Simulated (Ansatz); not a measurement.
Consider the redistribution: `[F][Ga]([SiH3])[Cl]` + `N=C1[SiH2]C1F` → `[F][Ga]([F])[SiH3]` + `N=C1[SiH2]C1Cl`.

Gas-phase electronic energies from Ansatz, PBE0-D4/def2-TZVP geometries. CCSD(T)/CBS adds triple-zeta CCSD(T) − MP2 to the extrapolated MP2 energy (def2 sets, frozen cores). DFT in def2-TZVPP. B3LYP here is the variant with VWN-RPA as its local correlation; programs differ in this. For Ga outer-core shells are correlated without core-valence functions, which leaves a few kJ/mol of doubt a bond. Scalar relativity is left out up to krypton. Each species was taken in one conformer, which may not be the lowest.

`[F][Ga]([SiH3])[Cl]`:

Cartesian coordinates in Å:
```
F 1.763 1.594 -1.173
Ga 0.726 0.190 -1.011
Si -0.637 -0.129 0.930
Cl 0.867 -1.098 -2.709
H -1.414 -1.383 0.785
H 0.248 -0.206 2.119
H -1.553 1.032 1.059
```

`N=C1[SiH2]C1F`:

Cartesian coordinates in Å:
```
N -1.926 -0.268 -0.409
C -0.744 0.099 -0.184
Si 0.742 0.160 0.956
C 0.528 -0.036 -0.923
F 0.774 -1.082 -1.753
H -2.518 -0.135 0.412
H 0.864 -1.020 1.841
H 1.457 1.365 1.438
H 0.824 0.917 -1.377
```

`[F][Ga]([F])[SiH3]`:

Z-matrix (Å, degrees):
```
Si
Ga 1 2.387
H 1 1.483 2 109.3
H 1 1.483 2 108.8 3 -120.9
H 1 1.484 2 107.8 3 119.8
F 2 1.749 1 125.2 3 -20.8
F 2 1.750 1 124.5 3 160.0
```

`N=C1[SiH2]C1Cl`:

```xyz
9

N     1.580   -0.870    0.874
C     0.677   -0.129    0.415
Si    0.111    0.948   -0.976
C    -0.811   -0.108    0.299
Cl   -1.718   -1.604    0.152
H     1.174   -1.632    1.429
H     0.356    0.429   -2.338
H    -0.099    2.410   -0.891
H    -1.270    0.555    1.036
```

```tsv
level	ΔE (kJ/mol)	difference from CCSD(T)/CBS
PBE-D4	0.3	9.7
r2SCAN-D4	0.6	10.0
PBE0-D4	1.4	10.8
B3LYP-D4	-2.0	7.4
ωB97X-V	-3.8	5.6
ωB97M-V	-2.9	6.5
B2PLYP	-6.7	2.7
PBE	1.9	11.3
r2SCAN	0.9	10.3
PBE0	2.8	12.2
B3LYP	0.6	10.0
HF/def2-TZVPP	6.4	15.8
MP2/def2-TZVPP	-18.7	-9.3
SCS-MP2/def2-TZVPP	-16.0	-6.6
CCSD/def2-TZVPP	-6.7	2.7
CCSD(T)/def2-TZVPP	-8.1	1.3
HF/def2-QZVPP	3.9	13.3
MP2/def2-QZVPP	-20.3	-10.9
SCS-MP2/def2-QZVPP	-17.6	-8.2
HF/CBS(def2)	3.6	13.0
MP2/CBS(def2)	-20.0	-10.6
CCSD/CBS(def2)	-8.0	1.4
CCSD(T)/CBS	-9.4	0
```

Largest T1 diagnostic among the species: 0.015.

In def2-TZVPP, CCSD(T) changes the Hartree–Fock value by −14.5 kJ/mol (the triples alone add −1.4 kJ/mol) and MP2 by −25.1 kJ/mol.
